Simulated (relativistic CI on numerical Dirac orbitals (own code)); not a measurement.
**Electric-dipole transitions in Ru¹⁵⁺**

Computed by Dirac-Coulomb-Breit CI, KLI orbitals optimised for each configuration, QED by a radiative potential, unscaled Slater integrals (own radial code, finite nucleus).

Configuration list (outside the closed core [Ar]): 3d¹⁰4s, 3d¹⁰4p, 3d¹⁰4d, 3d¹⁰4f, 3d¹⁰5s, 3d¹⁰5p, 3d¹⁰5d, 3d¹⁰5f, 3d¹⁰5g, 3d¹⁰6s, 3d¹⁰6p, 3d⁹4s², 3d¹⁰6d, 3d¹⁰6f, 3d¹⁰7s, 3d⁹4s4p, 3d¹⁰8s, 3d⁹4s4d, 3d⁹4s4f, 3d⁹4s5s, 3d⁹4s5p, 3d⁹4s5d, 3d⁹4s5f. Double excitations out of closed p, d and f shells are left out; levels of such configurations are missing from the list, as are those of other unlisted configurations, and high levels can miss mixing partners.

```tsv
λ vac (nm)	Lower	Upper	A (s⁻¹)	E lower (cm⁻¹)	E upper (cm⁻¹)
14.112	3d¹⁰4f ²F°5/2 [6]	3d¹⁰5g ²G7/2 [15]	3.01e+11	1190059	1898670
14.114	3d¹⁰4f ²F°7/2 [7]	3d¹⁰5g ²G9/2 [16]	3.12e+11	1190289	1898801
20.155	3d⁹4s4p ⁴F°7/2 [29]	3d⁹4s4d ⁴G9/2 [52]	6.68e+10	2292812	2788972
20.933	3d¹⁰4p ²P°1/2 [2]	3d¹⁰4d ²D3/2 [4]	6.43e+10	265566	743291
21.239	3d⁹4s4p ⁴F°9/2 [32]	3d⁹4s4d ⁴G11/2 [54]	7.26e+10	2318911	2789750
22.383	3d¹⁰4d ²D3/2 [4]	3d¹⁰4f ²F°5/2 [6]	6.72e+10	743291	1190059
22.595	3d¹⁰4p ²P°3/2 [3]	3d¹⁰4d ²D5/2 [5]	6.29e+10	308071	750644
22.746	3d¹⁰4d ²D5/2 [5]	3d¹⁰4f ²F°7/2 [7]	6.88e+10	750644	1190289
27.583	3d⁹4s² ²D5/2 [20]	3d⁹4s4p ²D°5/2 [46]	4.66e+10	2064959	2427500
28.533	3d⁹4s² ²D3/2 [21]	3d⁹4s4p ²F°5/2 [48]	4.27e+10	2099753	2450226
28.708	3d⁹4s² ²D5/2 [20]	3d⁹4s4p ²F°7/2 [45]	4.41e+10	2064959	2413291
32.460	3d¹⁰4s ²S1/2 [1]	3d¹⁰4p ²P°3/2 [3]	1.56e+10	0	308071
47.458	3d¹⁰5p ²P°1/2 [9]	3d¹⁰5d ²D3/2 [11]	1.69e+10	1444981	1655693
51.043	3d¹⁰5p ²P°3/2 [10]	3d¹⁰5d ²D5/2 [12]	1.67e+10	1463103	1659017
51.349	3d¹⁰5d ²D3/2 [11]	3d¹⁰5f ²F°5/2 [13]	1.82e+10	1655693	1850438
52.182	3d¹⁰5d ²D5/2 [12]	3d¹⁰5f ²F°7/2 [14]	1.87e+10	1659017	1850655
89.180	3d¹⁰6p ²P°1/2 [18]	3d¹⁰6d ²D3/2 [22]	5.98e+09	1996569	2108701
95.765	3d¹⁰6p ²P°3/2 [19]	3d¹⁰6d ²D5/2 [23]	5.96e+09	2006082	2110504
96.120	3d¹⁰6d ²D3/2 [22]	3d¹⁰6f ²F°5/2 [24]	6.62e+09	2108701	2212738
97.649	3d¹⁰6d ²D5/2 [23]	3d¹⁰6f ²F°7/2 [25]	6.82e+09	2110504	2212911
```

Terms are leading LS components. Brackets give the number of a level in order of energy, since labels repeat. The list gives strong lines, with weight on those to low levels, without lines whose two gauges differ by over a factor of 2.5, among the lowest 84 of 227 levels, so that lines to higher ones, which can be the strongest, are missing. Levels whose partners in the same complex of configurations lie outside the list can be far off, and so can their lines. Rates are taken at the computed energies, electric ones in the length gauge.

At this charge energies of transitions that change n are usually good to better than 1 %, and those within a shell (Δn = 0) to a few per cent.

LS names give the leading component of a level, which can be under half, so a name can repeat, a term be missing and a line seem to break the LS rules.
